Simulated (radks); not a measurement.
Values are calculated unless marked as measured or tabulated.
Valence configurations of Sm+ (all share [Xe]). Code: a radial shooting solver on a logarithmic mesh with Libxc functionals. Model: Dirac Kohn-Sham, PBE, spin-unpolarised, spherical densities, point nucleus; open shells fill j = l - 1/2 first. Energies are relative to 4f6 6s1; eigenvalues in eV.

\begin{tabular}{lrrrrrr}
valence & E (eV) & e(4f5/2) & e(4f7/2) & e(5d3/2) & e(6p1/2) & e(6s1/2) \\ \hline
4f6 6s1 & 0.000 & -8.657 & - & - & - & -8.409 \\
4f6 5d1 & 1.295 & -6.852 & - & -6.099 & - & - \\
4f5 5d1 6p1 & 6.519 & -15.276 & - & -9.437 & -6.415 & - \\
4f5 5d1 6s1 & 3.389 & -14.241 & - & -8.624 & - & -8.989 \\
4f5 6s2 & 3.314 & -16.638 & - & - & - & -9.942 \\
4f6.5 6s0.5 & 0.759 & -5.564 & -5.055 & - & - & -7.689 \\
4f4 5d2 6p1 & 14.879 & -21.763 & - & -10.749 & -6.664 & - \\
4f5.5 5d0.5 6s1 & 1.159 & -11.311 & - & -7.966 & - & -8.712 \\
4f6 6s0.5 6p0.5 & 1.446 & -9.188 & - & - & -5.818 & -8.718 \\
4f4 5d2 6s1 & 11.542 & -20.749 & - & -9.926 & - & -9.458 \\
\end{tabular}

NIST lists [Xe] 4f6 6s1 as the ground configuration; this level of theory agrees among the configurations tried. The energies are those of spherical spin-averaged densities, not of single terms.
